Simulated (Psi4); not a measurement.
F2Sn (SMILES [F][Sn][F]), singlet, geometry from GFN2-xTB (such geometries of metal compounds can be far from the true shape) (all electrons, no relativity), atoms displaced at random by about 0.1 Å a coordinate.

Here is a job for Psi4.
```
memory 2 GB

molecule mol {
0 1
Sn    0.007695    0.039474    0.382229
F     0.931344    1.459035   -0.928471
F    -0.817652   -1.261326   -0.959877
}

set {
  basis sto-3g
  reference rhf
  scf_type pk
}

optimize('scf')
print_variables()
```

**Question.** Predict the dipole moment from HF/STO-3G (Psi4).

**Answer.** 1.53 D

**Question.** What is the computed nuclear repulsion energy (HF/STO-3G)?

**Answer.** 273.4744 Eh

**Question.** What is the computed number of basis functions (HF/STO-3G)?

**Answer.** 37

**Question.** Estimate the total energy at the end of the optimisation that HF/STO-3G returns for this input.

**Answer.** -6159.3593 Eh
